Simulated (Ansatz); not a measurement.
Born–Oppenheimer molecular dynamics of B2GeH6 (9 atoms, charge 0, multiplicity 1). It starts at the highest image of a converged band, a first-order saddle point between two minima.

Computed with RKS PBE0/def2-SVP in Ansatz 0.2.0.

```json
{"ensemble": "NVE (velocity Verlet)", "time step": "0.5 fs", "steps asked": "200", "starting velocities drawn for": "100 K", "seed": "10861"}
```

First frame:

```xyz
9
Properties=species:S:1:pos:R:3
B -1.049 0.700 -1.381
Ge 0.348 0.549 0.086
B 0.324 -1.000 1.363
H -1.318 -0.267 -2.051
H -1.661 1.725 -1.560
H 1.106 1.813 0.521
H 1.458 -0.522 -0.339
H -0.267 -2.002 1.040
H 1.059 -0.996 2.320
```

Problem. How far do the bonds stretch over the last three quarters of this one trajectory? (Pairs bonded in most of those frames.)

Solution. 
```json
{"bond": "B1–Ge2", "mean (Å)": "2.060", "spread (Å)": "0.018", "shortest": "2.03", "longest": "2.09"}
{"bond": "B1–H4", "mean (Å)": "1.209", "spread (Å)": "0.001", "shortest": "1.21", "longest": "1.21"}
{"bond": "B1–H5", "mean (Å)": "1.208", "spread (Å)": "0.002", "shortest": "1.20", "longest": "1.21"}
{"bond": "Ge2–B3", "mean (Å)": "2.058", "spread (Å)": "0.034", "shortest": "2.01", "longest": "2.11"}
{"bond": "Ge2–H6", "mean (Å)": "1.545", "spread (Å)": "0.032", "shortest": "1.49", "longest": "1.59"}
{"bond": "Ge2–H7", "mean (Å)": "1.560", "spread (Å)": "0.015", "shortest": "1.54", "longest": "1.59"}
{"bond": "B3–H8", "mean (Å)": "1.209", "spread (Å)": "0.026", "shortest": "1.16", "longest": "1.25"}
{"bond": "B3–H9", "mean (Å)": "1.209", "spread (Å)": "0.021", "shortest": "1.17", "longest": "1.25"}
```

Mean temperature of the second half: 129 K. The conserved energy stayed within 0.064 meV per atom of its start (net change 0.04 meV per atom), so the integration is sound. A run of 0.1 ps of so small a system gives no equilibrium averages. The orbitals stay closed-shell, which can raise the energy where a bond breaks towards radicals; this wasn't checked here.

The run took 6.4 min on 2 threads of Arm Neoverse V1, on a shared host, peak memory 0.18 GiB.
